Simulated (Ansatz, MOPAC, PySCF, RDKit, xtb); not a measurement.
Dimer: C2H2 (SMILES C#C) (first 4 atoms) with C2H6O (SMILES COC); geometry from B3LYP-D3(BJ)/def2-TZVP, rigid monomers moved along the line of their centres of mass till H4···O6 is 2.97 Å.
(charge 0, multiplicity 1):
```xyz
13

C      0.536     0.042    -0.219
C      0.053     0.006     0.877
H      0.964     0.073    -1.192
H     -0.374    -0.025     1.857
C     -0.613     1.404     5.196
O     -0.891     0.081     4.781
C     -0.033    -0.869     5.381
H      0.410     1.697     4.933
H     -0.743     1.512     6.280
H     -1.316     2.059     4.685
H      1.017    -0.675     5.126
H     -0.317    -1.849     5.002
H     -0.137    -0.861     6.473
```

Counterpoise-corrected where a basis set is named; no monomer relaxation. RDKit's UFF carries no charges.

Frozen-core correlation. Rows in 6-31G* carry no dispersion term and start afresh at each structure (6-31G* with six Cartesian d functions). MP2/6-31G* freezes PySCF's default core. The state that AM1 reach isn't checked.

Programs: Ansatz (Gaussian basis) for Hartree–Fock, density functionals and correlated methods; MOPAC for AM1 (differences of heats of formation); PySCF for 6-31G* rows; RDKit for the force fields; xtb for the GFN methods. Each number belongs to the level named beside it.

| level | interaction energy (meV) |
|---|---|
| UFF | -26.8 |
| GFN-FF | -43.7 |
| AM1 | -25.6 |
| GFN1-xTB | -40.1 |
| HF/6-31G* | -62.5 |
| r2SCAN/def2-TZVPPD | -63.1 |
| MP2/6-31G* | -71.1 |
| MP2/aug-cc-pVDZ | -78.1 |
| CCSD(T)/aug-cc-pVDZ | (withheld) |

What belongs in the gaps?


- CCSD(T)/aug-cc-pVDZ, interaction energy (meV): -76.2

Ansatz is a program for electronic structure.
